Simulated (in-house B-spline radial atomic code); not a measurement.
Configurations of Mg⁶⁺, with energies counted from [He] 2s2 2p2. All numbers are computed (scalar-relativistic (X2C) B97-1, spin-polarised, spherical fractional occupations, exact exchange averaged over the configuration; Fermi nucleus of rms radius 3.057 fm) with an all-electron radial atomic-structure program (B-spline basis), not measured. Shells without spins written out take the highest spin.

| configuration | E - E(ref) (eV) | highest orbital | its <r> (bohr) |
| --- | --- | --- | --- |
| [He] 2s2 2p1 3s1 | 130.83 | 3s up | 1.522 |
| [He] 2s1 2p2 3s1 | 146.27 | 3s up | 1.52 |

**Question.** Order these further configurations by energy, lowest first.
A. [He] 2s2 2p1 3d1
B. [He] 2s1 2p2 3d1
C. [He] 2s1 2p3

**Answer.** C (15.206 eV), A (147.57 eV), B (162.63 eV).
